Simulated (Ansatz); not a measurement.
The cluster Al₃Ru⁺. The state is a triplet with charge 1. Geometry PBE-D4/def2-SVP, that of the neutral doublet; atoms count from 1.

```xyz
4

Ru   -0.2978   -0.7117   -0.7761
Al   -1.3895    1.1349    0.0066
Al    0.1503   -1.0665    1.4347
Al    1.5369    0.6433   -0.6652
```

In the def2 sets Ru takes a core potential; there is no spin–orbit coupling. At PBE0-D4/def2-TZVP a singlet of charge 1 lies 0.23 eV below the triplet at the same geometry. The structure comes from a short search, and lower isomers may exist.

(1) Estimate the Mulliken populations from the PBE0/def2-TZVP orbitals of Ansatz.

(2) Where does the spin sit?

(3) And the Mayer bond orders between bonded heavy atoms (over 0.3)?

Results:

(1) 
| atom | charge (e) | spin (α − β) | d electrons |
| --- | --- | --- | --- |
| Ru1 | 0.16 | 1.07 | 7.25 |
| Al2 | 0.26 | 0.23 | – |
| Al3 | 0.26 | 0.23 | – |
| Al4 | 0.31 | 0.47 | – |
Mulliken values and Mayer orders depend strongly on the basis.

(2) Summed by element: Ru 1.07, Al 0.93, of 2 unpaired in all. Largest on single atoms: Ru1 1.07, Al4 0.47, Al3 0.23.

(3) Ru1–Al2 1.36 (2.28 Å); Ru1–Al3 1.36 (2.28 Å); Ru1–Al4 1.36 (2.28 Å).
